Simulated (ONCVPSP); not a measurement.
## Plane-wave convergence, ONCV potential for Te (Z = 52)

| Item | Value |
| --- | --- |
| Element | Te |
| Generator | ONCVPSP 4.0.1 |
| Type | optimised norm-conserving Vanderbilt (ONCV) |
| Functional | PBEsol |
| Relativity | scalar-relativistic |
| Frozen core | [Kr] 4d10 |
| Valence charge | 6 |
| Reference configuration | 5s2 5p3.5 (charge +0.5) |
| Partial waves | 5s: rc 1.85 bohr, ncon 3, nbas 8, qcut 3.8 1/bohr, 2 projectors, debl 1.2 Ha; 5p: rc 2.00 bohr, ncon 4, nbas 8, qcut 3.6 1/bohr, 2 projectors, debl 0.9 Ha |
| Local potential | polynomial inside 1.70 bohr (lpopt 2, dvloc0 1 Ha) |
| Core correction | polynomial model core, fcfact 0.4 |

Q: For each optimised wave give the share of its norm inside rc, the residual kinetic energy above qcut (Ha) and the cutoffs (Ha) for errors of 10, 1, 0.1 and 0.01 mHa per electron.

A:

```json
{"wave": "5s", "norm inside rc": "0.418", "residual KE": "1.1e-03", "10 mHa": "5.2", "1 mHa": "7.5", "0.1 mHa": "45.4", "0.01 mHa": "75.5"}
{"wave": "s projector 2", "norm inside rc": "0.163", "residual KE": "1.4e-03", "10 mHa": "5.5", "1 mHa": "7.7", "0.1 mHa": "33.8", "0.01 mHa": "92.6"}
{"wave": "5p", "norm inside rc": "0.292", "residual KE": "1.8e-03", "10 mHa": "3.1", "1 mHa": "7.5", "0.1 mHa": "37.1", "0.01 mHa": "49.3"}
{"wave": "p projector 2", "norm inside rc": "0.178", "residual KE": "3.3e-03", "10 mHa": "4.7", "1 mHa": "15.1", "0.1 mHa": "62.4", "0.01 mHa": "71.9"}
```

The occupied waves need 7.5 Ha and 45 Ha for 1 and 0.1 mHa. Note: no bound ghost flagged; GHOST(+) flagged for s at 107.6 eV.
